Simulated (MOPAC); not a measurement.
A run for MOPAC: PM6 on silylarsine (SMILES [SiH3][AsH2]), a point of a torsion scan.

```
PM6 1SCF PRECISE CHARGE=0 THREADS=1
AsH5Si

Si    -0.83186356 1     0.05180233 1    -0.03040013 1
As     1.48666176 1    -0.14180134 1    -0.01120956 1
H     -1.51067019 1    -0.87016127 1    -0.94858911 1
H     -1.24806819 1     1.41493274 1    -0.38055908 1
H     -1.34815556 1    -0.23364500 1     1.31588169 1
H      1.63571119 1     0.66631962 1    -1.26781999 1
H      1.47542251 1    -1.39532037 1    -0.83583847 1
```

The log:

```
*******************************************************************************
 **                                                                           **
 **                              MOPAC v23.2.5                                **
 **                                                                           **
 *******************************************************************************
 ** MOPAC's Digital Object Identifier: https://doi.org/10.5281/zenodo.6511958 **
 **                                                                           **
 ** Please cite the open-source release paper for use of this MOPAC version:  **
 ** J. E. Moussa and J. J. P. Stewart (2026)                                  **
 ** MOPAC: An open-source semiempirical molecular orbital program             **
 ** J. Open Source Softw., 11(119), 8025, https://doi.org/10.21105/joss.08025 **
 *******************************************************************************

                              PM6 CALCULATION RESULTS

 *******************************************************************************
 *  PM6        - The PM6 Hamiltonian to be used
 *
 *
 *
 *                 CHARGE ON SYSTEM = 0
 *
 *
 *
 *  PRECISE    - TIGHTER CRITERIA TO BE USED
 *  1SCF       - DO 1 SCF AND THEN STOP
 *  THREADS=1  - MULTI-THREADING NOT USED
 *  T=         - A TIME OF 172800.0 SECONDS REQUESTED
 *  DUMP=N     - RESTART FILE WRITTEN EVERY 7200.0 SECONDS REQUESTED
 *******************************************************************************
PM6 1SCF PRECISE CHARGE=0 THREADS=1
 AsH5Si

   ATOM   CHEMICAL          X               Y               Z
  NUMBER   SYMBOL      (ANGSTROMS)     (ANGSTROMS)     (ANGSTROMS)

     1      Si         -0.83186356  *   0.05180233  *  -0.03040013  *
     2      As          1.48666176  *  -0.14180134  *  -0.01120956  *
     3       H         -1.51067019  *  -0.87016127  *  -0.94858911  *
     4       H         -1.24806819  *   1.41493274  *  -0.38055908  *
     5       H         -1.34815556  *  -0.23364500  *   1.31588169  *
     6       H          1.63571119  *   0.66631962  *  -1.26781999  *
     7       H          1.47542251  *  -1.39532037  *  -0.83583847  *



          CARTESIAN COORDINATES

    NO.       ATOM           X           Y           Z

     1        Si         -0.8319      0.0518     -0.0304
     2        As          1.4867     -0.1418     -0.0112
     3         H         -1.5107     -0.8702     -0.9486
     4         H         -1.2481      1.4149     -0.3806
     5         H         -1.3482     -0.2336      1.3159
     6         H          1.6357      0.6663     -1.2678
     7         H          1.4754     -1.3953     -0.8358

 General Reference for PM6:
 "Optimization of Parameters for Semiempirical Methods V: Modification of NDDO Approximations
 and Application to 70 Elements", J. J. P. Stewart, J. Mol. Mod., 13, 1173-1213 (2007)
 URL: https://link.springer.com/article/10.1007/s00894-007-0233-4

           Empirical Formula: H5 Si As  =     7 atoms



      MOLECULAR POINT GROUP   :   C1


      RHF CALCULATION, NO. OF DOUBLY OCCUPIED LEVELS = 7


 -------------------------------------------------------------------------------
 PM6 1SCF PRECISE CHARGE=0 THREADS=1
 AsH5Si



     1SCF WAS SPECIFIED, SO BFGS WAS NOT USED
     SCF FIELD WAS ACHIEVED


                              PM6 CALCULATION
                                                       MOPAC v23.2.5 Linux




          FINAL HEAT OF FORMATION =          7.93027 KCAL/MOL =      33.18027 KJ/MOL


          COSMO AREA              =        109.25 SQUARE ANGSTROMS
          COSMO VOLUME            =         97.91 CUBIC ANGSTROMS

          IONIZATION POTENTIAL    =          9.146950 EV
          HOMO LUMO ENERGIES (EV) =         -9.147  0.348
          NO. OF FILLED LEVELS    =          7
          MOLECULAR WEIGHT        =        108.0466         POINT GROUP:  C1

          MOLECULAR DIMENSIONS (Angstroms)

            Atom       Atom       Distance
            H     6    H     5     4.04832
            H     7    H     4     3.56687
           As     2    H     3     2.58209


          SCF CALCULATIONS        =          1





   ATOM   CHEMICAL          X               Y               Z
  NUMBER   SYMBOL      (ANGSTROMS)     (ANGSTROMS)     (ANGSTROMS)

     1      Si         -0.83186356  *   0.05180233  *  -0.03040013  *
     2      As          1.48666176  *  -0.14180134  *  -0.01120956  *
     3       H         -1.51067019  *  -0.87016127  *  -0.94858911  *
     4       H         -1.24806819  *   1.41493274  *  -0.38055908  *
     5       H         -1.34815556  *  -0.23364500  *   1.31588169  *
     6       H          1.63571119  *   0.66631962  *  -1.26781999  *
     7       H          1.47542251  *  -1.39532037  *  -0.83583847  *

                             CARTESIAN COORDINATES

   1   Si       -0.831863560     0.051802330    -0.030400130
   2   As        1.486661760    -0.141801340    -0.011209560
   3    H       -1.510670190    -0.870161270    -0.948589110
   4    H       -1.248068190     1.414932740    -0.380559080
   5    H       -1.348155560    -0.233645000     1.315881690
   6    H        1.635711190     0.666319620    -1.267819990
   7    H        1.475422510    -1.395320370    -0.835838470


           Empirical Formula: H5 Si As  =     7 atoms



      MOLECULAR POINT GROUP   :   C1


                  EIGENVALUES
 -19.90793 -17.51009 -13.09627 -12.24953 -11.29180 -10.69199  -9.14695   0.34808
   0.71455   0.75704   1.65476   1.67344   1.87861   3.36388   3.61678   3.71715
   4.62164   4.65723  54.47881  54.48948  54.56572  54.61509  54.64674


              NET ATOMIC CHARGES AND DIPOLE CONTRIBUTIONS

  ATOM NO.   TYPE          CHARGE      No. of ELECS.   s-Pop       p-Pop       d-Pop
    1         Si          -0.018995        4.0190     1.25245     2.27341     0.49313
    2         As           0.136017        4.8640     1.71898     3.13740     0.00761
    3          H          -0.032609        1.0326     1.03261
    4          H          -0.030389        1.0304     1.03039
    5          H          -0.028530        1.0285     1.02853
    6          H          -0.013456        1.0135     1.01346
    7          H          -0.012038        1.0120     1.01204
 DIPOLE           X         Y         Z       TOTAL
 POINT-CHG.     1.460    -0.098     0.150     1.471
 HYBRID        -0.794    -0.151    -1.024     1.305
 SUM            0.666    -0.249    -0.874     1.127


          ATOMIC ORBITAL ELECTRON POPULATIONS

     Atom    s        px        py        pz      x^2-y^2     xz        z^2       yz        xy
    1 Si   1.25245   0.80380   0.73396   0.73566   0.11396   0.09691   0.11553   0.09068   0.07606
    2 As   1.71898   1.05603   0.97191   1.10946   0.00207   0.00016   0.00153   0.00379   0.00006
    3  H   1.03261
    4  H   1.03039
    5  H   1.02853
    6  H   1.01346
    7  H   1.01204

 **********************
 *                    *
 * JOB ENDED NORMALLY *
 *                    *
 **********************




 == MOPAC DONE ==
```

The run finished.

Cost: very roughly 0.03 core-seconds.
